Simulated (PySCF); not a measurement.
How methods differ on the excitation energy of Sb+

Sb+ [Kr] 4d10 5s2 5p2 (3P) → Sb+ [Kr] 4d10 5s1 5p2 5d1 (high-spin determinant), as a difference of total energies. Computed with PySCF 2.14 in aug-cc-pwCVDZ-PP with ECP28MDF, with a scalar-relativistic core potential. Correlated levels: valence: 4s2 4p6 4d10 frozen; valence and next inner shell: nothing frozen outside the core potential. The calculations carry no spin-orbit coupling.

| method | excitation energy (eV) |
| --- | --- |
| UHF | 14.603 |
| LDA | 16.630 |
| PBE | 16.220 |
| PBE0 | 16.033 |
| r2SCAN | 16.035 |
| BLYP | 16.606 |
| HSE06 | 16.072 |
| PBEsol | 16.216 |
| MP2 (valence) | 15.385 |
| SCS-MP2 (valence) | 15.646 |
| MP2 (valence and next inner shell) | 16.351 |
| SCS-MP2 (valence and next inner shell) | 16.416 |

Problem. How much does correlation contribute at MP2 (valence and next inner shell)?

Solution. 16.351 − (14.603) = 1.748 eV, measured against UHF.

The promoted electron is Rydberg-like, and one or two diffuse shells describe it only roughly, which tends to raise the upper state.

The determinant of the upper state mixes LS terms, which raises its energy above the lowest term, most at the Hartree-Fock and MP2 levels.
